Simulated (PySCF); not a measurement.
Gas-phase reaction: 3 SnF4 + SnCl3 ⇌ 4 SnF3 + 3 Cl

Method: PySCF energies plus ideal-gas RRHO corrections (1 bar). † marks an energy on the PBE0/def2-TZVP geometry and frequencies; other levels use their own. MP2 freezes the core. Open shells (unrestricted): SnCl3 (multiplicity 2), SnF3 (multiplicity 2), Cl (multiplicity 2, electronic degeneracy 6); the rest are closed-shell singlets. Spin-orbit splitting is ignored; it lowers the true energy and changes the entropy of Cl. B3LYP is the form with VWN-RPA correlation. Sn: scalar-relativistic def2 core potential, no spin-orbit coupling. SnCl3, SnF3: computed as isolated molecules; such fragments, hydroxides, amides, oligomers or adducts are transient or little studied in the gas. MP2 isn't extrapolated to the basis-set limit; its ΔH°(298 K) is 1017.9 kJ in def2-SVP and 1089.8 kJ in def2-TZVPP. The harmonic model lacks anharmonicity and excited electronic states, which grow with temperature; levels with a mode under 35 cm⁻¹ are left out. Soft modes under 120 cm⁻¹ make the harmonic entropy rough for SnCl3.

```tsv
level	ΔE electronic, kJ	ΔH°(298 K), kJ	ΔS°(298 K), J/K	ΔG°(1200 K), kJ
B3LYP/def2-TZVP†	948	939	444	410
BLYP/def2-TZVP†	903	893	444	364
M06-2X/def2-TZVP†	1050	1040	444	512
MP2/def2-SVP†	1027	1018	444	489
MP2/def2-TZVPP†	1099	1090	444	561
PBE/def2-SVP	988	979	441	454
PBE0/def2-TZVP	1018	1009	444	480
r2SCAN/def2-TZVP†	1017	1007	444	478
ωB97M-V/def2-TZVP†	1048	1039	444	510
ωB97X-V/def2-TZVP†	1058	1048	444	520
```
ΔH° is lowest at BLYP/def2-TZVP† and highest at MP2/def2-TZVPP†. No reference value is set beside these.
